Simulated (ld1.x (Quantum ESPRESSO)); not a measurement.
## Configuration tests for boron (B) (ultrasoft)

ld1.x (Quantum ESPRESSO) 7.5 input, shortened:

```
&input
   title='B', zed=5., rel=1, dft='PZ', iswitch=3,
   config='[He] 2s1.5 2p1.5 3d-2'
 /
 &inputp
   pseudotype=3, tm=.true., lloc=-1, rcloc=2.80,
   nlcc=.true., new_core_ps=.true., rcore=0.60,
   which_augfun='PSQ', rmatch_augfun_nc=.true.
 /
5
2S  1  0   1.50   0.00  0.95  1.10  0.0
2S  1  0   0.00   3.05  0.95  1.10  0.0
2P  2  1   1.50   0.00  2.90  4.05  0.0
2P  2  1   0.00   0.20  2.90  4.05  0.0
3D  3  2  -2.00   0.25  2.65  2.80  0.0
 &test
   configts(1)='2s1.5 2p1.5'
 /
```

Energies are relative to the spin-unpolarised reference configuration 2s1.5 2p1.5; without spin polarisation the order of configurations can differ from experiment. Not all tests gave a result: test run stopped at test 7 of 9 (negative rho).

| valence configuration | charge | ΔE all-electron (eV) | error AE − PS (meV) |
| --- | --- | --- | --- |
| 2s2 2p1 | 0 | -2.839 | +0.3 |
| 2s2 2p0 | +1 | 5.488 | +37 |
| 2s1 2p1 | +1 | 11.444 | -315 |
| 2s1 2p2 | 0 | 2.847 | +1.0 |
| 2s2 2p0.5 | +0.5 | 0.104 | -28 |

(1) What are ΔE and the potential's error for 2s1 2p0?

Levels in the configuration 2s2 2p1:

```tsv
level	all-electron (eV)	pseudo (eV)
2s	-9.390	-9.375
2p	-3.720	-3.705
```

Answers

(1) ΔE = 30.792 eV all-electron; the error (AE − PS) is +91 meV.
